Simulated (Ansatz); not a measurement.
Task: Predict a relaxed structure of SnMe2 (C2H6Sn), charge 0, singlet, at PBE0-D4/def2-TZVP (Ansatz).

Result: 
Cartesian coordinates in Å:
```
C -0.618 1.463 0.048
C 0.619 -1.463 -0.007
Sn 0.109 0.018 1.525
H -1.450 1.020 -0.510
H 0.175 1.677 -0.676
H -0.951 2.398 0.498
H 1.376 -1.039 -0.676
H -0.263 -1.681 -0.616
H 1.002 -2.392 0.415
```
Point group C2v (tolerance 0.1 Å). This is one stationary point.

In the def2 sets Sn takes a core potential; there is no spin–orbit coupling.
